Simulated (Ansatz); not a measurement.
Gas-phase electronic energies from Ansatz, PBE0-D4/def2-TZVP geometries. CCSD(T)/CBS is the MP2 limit (def2-TZVPP, def2-QZVPP) plus CCSD(T) − MP2 in def2-TZVPP, frozen cores. This one scheme is used for every species. Functionals use def2-TZVPP. def2 core potentials past Kr. For Te outer-core shells are correlated without core-valence functions, which leaves a few kJ/mol of doubt a bond. Each species was taken in one conformer, which may not be the lowest.

Consider the formal hydrolysis of a B–C bond: `NCB[TeH]` + H₂O → `OB[TeH]` + CH₃NH₂.

```json
{"level": "r2SCAN-D4", "ΔE (kJ/mol)": "-122.2"}
{"level": "MP2/CBS(def2)", "ΔE (kJ/mol)": "-112.4"}
```

Q: What does CCSD(T)/CBS give? (Estimate.)

A: Ansatz gave: -112.6 kJ/mol. The listed levels differ from it by -9.6, 0.2 kJ/mol.

Largest T1 diagnostic among the species: 0.013.

In def2-TZVPP, CCSD(T) changes the Hartree–Fock value by +17.5 kJ/mol (the triples alone add +1.7 kJ/mol) and MP2 by +17.7 kJ/mol. The D4 term adds +6.4 kJ/mol with B3LYP and +3.7 kJ/mol with PBE0; it sums over pairs of atoms, weighted by their polarisabilities, and B3LYP, whose exchange is more repulsive, gets the larger term.

B3LYP here is the variant with VWN-RPA as its local correlation; programs differ in this.
